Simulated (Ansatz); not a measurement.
Isolated molecules relaxed with PBE0-D4/def2-TZVP in Ansatz; ΔE leaves out vibrations. CCSD(T)/CBS adds triple-zeta CCSD(T) − MP2 to the extrapolated MP2 energy (def2 sets, frozen cores). DFT in def2-TZVPP. B3LYP here is the variant with VWN-RPA as its local correlation; programs differ in this. For Br, Ge, Se outer-core shells are correlated without core-valence functions, which leaves a few kJ/mol of doubt a bond. Scalar relativity is left out up to krypton. Each species was taken in one conformer, which may not be the lowest.

Consider the redistribution: `[Cl][GeH2][SeH]` + `C[Si](O)(Cl)Br` → `[CH3][GeH]([Cl])[SeH]` + `O[SiH](Cl)Br`.

Problem. Is it downhill or uphill in electronic energy at CCSD(T)/CBS, and by how much? (An estimate is asked.)

Solution. Computed: Uphill: ΔE = +7.9 kJ/mol.

Problem. What do these levels give: PBE-D4, BLYP-D4, B97M-V, B3LYP-D4, r2SCAN0-D4, BLYP, B3LYP, CAM-B3LYP, HF/def2-SVP, MP2/def2-SVP, HF/def2-TZVPP, HF/CBS(def2)? (An estimate is asked.)

Solution. Computed: PBE-D4 11.2, BLYP-D4 10.3, B97M-V 19.5, B3LYP-D4 11.4, r2SCAN0-D4 12.9, BLYP 7.8, B3LYP 9.7, CAM-B3LYP 11.8, HF/def2-SVP 12.7, MP2/def2-SVP 9.5, HF/def2-TZVPP 10.7, HF/CBS(def2) 11.2 kJ/mol.

Largest T1 diagnostic among the species: 0.009.

From BLYP to BHLYP (50 % exact exchange), in def2-TZVPP and without D4, ΔE moves by +3.4 kJ/mol. Leaving LDA and LC-ωPBE aside and taking each functional with its dispersion term where it has one, the values, not all of them listed here, spread over 11.2 kJ/mol, from B2PLYP to B97M-V. LDA lies +4.0 kJ/mol from PBE without D4.
